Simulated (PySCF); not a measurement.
# Correlation energy of F³⁺ (fluorine, charge +3)

[He] 2s2 2p2, high-spin 3P determinant. Computed with PySCF 2.14 in aug-cc-pVDZ, with the non-relativistic Hamiltonian (point nucleus). Frozen: 1s2; 4 electrons correlated.

```json
{"level": "CCSD", "correlation energy (mhartree)": "-81.75"}
{"level": "(T)", "correlation energy (mhartree)": "-0.54"}
{"level": "CCSD(T)", "correlation energy (mhartree)": "-82.29"}
{"level": "CCSDT", "correlation energy (mhartree)": "-82.41"}
{"level": "FCI", "correlation energy (mhartree)": "-82.43"}
```

Diagnostics: T1 = 0.0036, D1 = 0.0076, largest double amplitude 0.124, weight of the Hartree-Fock determinant in FCI 0.9731 (33880 determinants).

Is a single reference adequate?

Mostly. T1 lies below 0.03, but a double amplitude of this size points to a near-degeneracy that CCSD handles and MP2 describes poorly.
